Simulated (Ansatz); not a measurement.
Input and output for In3⁻.

```yaml
crystal:
  periodic: [false, false, false]
  atoms:
    - {symbol: In, position_ang: [1.563805, 0.637339, 0.116415]}
    - {symbol: In, position_ang: [-1.345353, 1.035273, 0.026187]}
    - {symbol: In, position_ang: [-0.218452, -1.672612, -0.142592]}
basis:
  gaussian: {orbitals: x2c-TZVPPall}
total_charge: -1
hamiltonian: {xc: {name: HF}}
scf: {omitted_lower_state_checks: [starts]}
```

```sh
$ ansatz run in.yaml --threads 4 --pin off --events-out ev --progress --plain --max-ram 3916MiB
```

Output, abridged:

```
Functional definition: HF
1779 factors; integrals over basis functions are off by at most 3.9e-4 eV
mean field evaluation 1: about -479875.9729 eV, gradient 1.1e1 eV
mean field evaluation 2: about -479875.9878 eV, gradient 1.1e1 eV
mean field evaluation 4: about -479876.5329 eV, gradient 1.6e0 eV
mean field evaluation 8: about -479876.5669 eV, gradient 2.9e-1 eV
mean field -479876.56726725 eV, -17635.1385750517 hartree, gradient 3.3e-5 eV, S^2 0.000000; 0 other end points of the search recorded, 0 dependent functions left out
reference -479876.56726725 eV, -17635.1385750517 hartree; 74, 74 occupied and 106, 106 virtual orbitals, 1779 factors
Total energy: -479876.56726725 eV, -17635.1385750517 hartree
Relativity: scalar
Checks for a lower state left out: starts
```

It took 8.5 s on 4 threads of Arm Neoverse V2 on a shared host, peak host memory 0.73 GiB.

DK, ANO-RCC and x2c sets are all-electron and run with scalar relativity unless a key says otherwise. The highest occupied level of an anion often lies above zero with these methods, and sets without diffuse functions describe the outer electron poorly. The restricted singlet is unstable towards broken spin symmetry at other levels; at RHF/x2c-TZVPPall this wasn't settled.
